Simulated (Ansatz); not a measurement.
Mulliken charges of `O=C[SiH2]F` from PBE/def2-TZVPP in Ansatz (PBE0-D4/def2-TZVP geometry).

| atom | x (Å) | y (Å) | z (Å) | charge (e) |
| --- | --- | --- | --- | --- |
| O1 | 0.583 | -1.732 | 0.865 | -0.200 |
| C2 | 0.179 | -1.136 | -0.102 | 0.034 |
| Si3 | -0.105 | 0.753 | 0.062 | 0.507 |
| F4 | -0.639 | 1.341 | -1.326 | -0.283 |
| H5 | -0.020 | -1.683 | -1.053 | 0.057 |
| H6 | -1.122 | 0.990 | 1.111 | -0.057 |
| H7 | 1.185 | 1.398 | 0.396 | -0.057 |

Q: By hand: the dipole of these point charges (1 e Å = 4.8032 D).

A: Σ q r = (0.012, 0.078, 0.084) e Å, of length 0.115 e Å = 0.55 D.

Q: How does the dipole of the full density compare? (Best estimate.)

A: The calculation gave: (-0.057, 0.126, -0.113) e Å, 0.86 D; the point charges give 0.64 times that, at 91° from its direction.

Point charges leave out the atoms' own dipoles, such as those of lone pairs, and Mulliken's split depends on the basis, so the two needn't agree.
